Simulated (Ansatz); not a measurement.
`B[O][AlH][NH2]` and `[NH2][AlH][OH]` differ in one atom or group.

Ansatz, PBE0-D4/def2-TZVP geometries, multiplicity 1. Each molecule was computed in one conformer, which needn't be the lowest.

```tsv
property	`B[O][AlH][NH2]`
LUMO energy (ωB97M-V/def2-TZVPP) / eV	1.43
size of the dipole moment (ωB97M-V/def2-TZVPP) / D	2.07
HOMO–LUMO gap (PBE/def2-TZVPP) / eV	4.84
HOMO–LUMO gap (ωB97M-V/def2-TZVPP) / eV	11.33
HOMO–LUMO gap (B3LYP/def2-TZVPP) / eV	6.78
LUMO energy (PBE0/def2-TZVPP) / eV	-0.27
```

Task: Give the same properties after the change, and the shifts. (Best estimate.)

Result: The calculation gave: 
```csv
property,`[NH2][AlH][OH]`,shift
LUMO energy (ωB97M-V/def2-TZVPP) / eV,1.73,0.30
size of the dipole moment (ωB97M-V/def2-TZVPP) / D,0.41,-1.66
HOMO–LUMO gap (PBE/def2-TZVPP) / eV,5.39,0.55
HOMO–LUMO gap (ωB97M-V/def2-TZVPP) / eV,11.51,0.18
HOMO–LUMO gap (B3LYP/def2-TZVPP) / eV,7.07,0.29
LUMO energy (PBE0/def2-TZVPP) / eV,0.17,0.44
```

With PBE0 the HOMO rises by 0.15 eV and the LUMO rises by 0.44 eV, so the gap widens by about 0.29 eV. PBE moves the HOMO by 0.16 eV and ωB97M-V by 0.11 eV. The zero-point energy changes by -31.0 kJ/mol with -6 modes. Dipoles are sizes alone; their direction can turn.

B3LYP here is the variant with VWN-RPA as its local correlation; programs differ in this.
